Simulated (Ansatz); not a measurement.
`CO[SiH2]C` + `C[SeH]` → `CO[SiH2][Se]C` + CH₄  (ligand exchange at the Si–C bond)

Program: Ansatz. Geometries: PBE0-D4/def2-TZVP. ΔE: electronic, gas phase. CCSD(T)/CBS adds triple-zeta CCSD(T) − MP2 to the extrapolated MP2 energy (def2 sets, frozen cores). This one scheme is used for every species. Functionals use def2-TZVPP. For Se outer-core shells are correlated without core-valence functions, which leaves a few kJ/mol of doubt a bond. Scalar relativity is left out up to krypton. Each species was taken in one conformer, which may not be the lowest.

| species | r2SCAN energy (Eh) |
| --- | --- |
| `CO[SiH2]C` | -445.73594 |
| `C[SeH]` | -2442.03650 |
| `CO[SiH2][Se]C` | -2847.29970 |
| CH₄ | -40.50087 |

Question: Work out ΔE.

Answer: ΔE = (-2847.29970) + (-40.50087) − (-445.73594) − (-2442.03650) = -0.02813 Eh = -17.7 kcal/mol. CCSD(T)/CBS gives -18.0 kcal/mol.

Largest T1 diagnostic among the species: 0.010.

In def2-TZVPP, CCSD(T) changes the Hartree–Fock value by −2.0 kcal/mol (the triples alone add −0.7 kcal/mol) and MP2 by −3.5 kcal/mol. The D4 term adds −1.9 kcal/mol with B3LYP and −1.1 kcal/mol with PBE0; it sums over pairs of atoms, weighted by their polarisabilities, and B3LYP, whose exchange is more repulsive, gets the larger term.

B3LYP here is the variant with VWN-RPA as its local correlation; programs differ in this.
